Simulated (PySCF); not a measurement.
Give a PBE0-D3(BJ)/def2-SVP geometry of `CSc1ccncc1`.

```xyz
15
C6H7NS angstrom
C     -2.5959   -0.8170    0.1321
S     -1.8263    0.6403   -0.5875
C     -0.1302    0.4330   -0.1963
C      0.4063   -0.6407    0.5221
C      1.7818   -0.6654    0.7545
N      2.6295    0.2681    0.3384
C      2.1115    1.2888   -0.3452
C      0.7602    1.4233   -0.6387
H     -2.2184   -1.7435   -0.3242
H     -3.6677   -0.7252   -0.0899
H     -2.4641   -0.8499    1.2233
H     -0.2160   -1.4516    0.9009
H      2.2127   -1.5025    1.3171
H      2.8156    2.0568   -0.6860
H      0.4010    2.2856   -1.2054
```

Any rigid rotation of these coordinates is as good. Atoms count from 1 in this order. Of the pairs four or more bonds apart, C1···H12 is among the closest relative to their van der Waals radii: 2.58 Å, 89 % of the sum of Bondi's values. The 6-membered ring C3–C4–C5–N6–C7–C8 has internal angles of 116.8° to 124.4° (sum 720°, against 720° for a flat polygon); it is planar, 0.00 Å rms from its mean plane, widest ring torsion 0°. The 8 heavy atoms lie in one plane (0.003 Å rms). The 2 C–S bonds span 1.753 Å (S2–C3, drawn single) to 1.798 Å (C1–S2, drawn single), a spread of 0.045 Å.

Bonds between heavy atoms (Å): C1–S2 1.798, S2–C3 1.753, C3–C4 1.399, C4–C5 1.395, C5–N6 1.328, N6–C7 1.333, C7–C8 1.389, C3–C8 1.403.

Level of theory: PBE0-D3(BJ)/def2-SVP geometry optimisation, gas phase in PySCF 2.14.0.

Point group: Cs (tolerance 0.08 Å). PBE0-D3(BJ)/def2-SVP frequencies: not computed here. One conformer, not necessarily the lowest (C1–S2–C3–C4 -1°).
